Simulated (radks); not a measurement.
Fractional charge and spin in the 5p shell of ytterbium: the spin-up occupation runs from 2 to 3 and the spin-down occupation from 2 to 3; the fullest corner is Yb2+, [Kr] 4d10 4f14 5s2 5p(up 3, down 3). All-electron calculation, scalar-relativistic Kohn-Sham, BLYP, spin-polarised, spherical densities, finite nucleus; Fermi nuclear charge, rms radius of each element as measured or else 0.836 A^(1/3) + 0.57 fm. Program: a radial shooting solver on a logarithmic mesh with Libxc functionals. Energy (eV) above the fullest corner. The planes named below are the two flat planes that join the four corners, with an edge along up + down = one added electron.

| down \ up | 2 | 2.5 | 3 |
|---|---|---|---|
| 2 | 112.140 | 78.607 | 48.664 |
| 2.5 | 78.607 | 48.881 | 22.644 |
| 3 | 48.664 | 22.644 | 0.000 |

Corners above the fullest one (they belong to Yb3+ and the next ion): (up 3, down 2) 48.664 eV, (up 2, down 3) 48.664 eV, (up 2, down 2) 112.14 eV. With half an added electron in each spin the energy lies 0.218 eV from the planes, and with half an added electron in spin up alone -1.795 eV. The planes are only a guide here: the flat-plane condition holds for ground states with one frontier orbital, while this shell lies below other occupied shells, so the corners above the fullest one are inner-hole states and not the ground states of those ions.
